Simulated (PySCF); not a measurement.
C3H6GeO3, SMILES C#C[CH2][Ge]([OH])([OH])[OH] (connectivity only; charge and spin as stated), charge -1, multiplicity 2.

Geometry: B3LYP-D3(BJ)/def2-SVPD. The values are those of a single conformer.

The numbers are results of PBE/def2-SVPD (PySCF), not measurements.

Isolated molecule, no solvent. A positive occupied level means that this level leaves the electron formally unbound; only the finite basis holds it.

```yaml
total_energy: -2419.43647 hartree
"α spin, highest occupied and lowest empty level": 0.82 and 3.39 eV
"β spin, highest occupied and lowest empty level": -1.53 and 1.66 eV
dipole_moment_about_the_centre_of_nuclear_charge: 2.52 D
mean_static_polarisability: 122.2 bohr³ (18.11 Å³)
polarisability_principal_values: 103.1, 119.7, 143.8 bohr³
"⟨S²⟩": 0.752 (pure state 0.75)
```
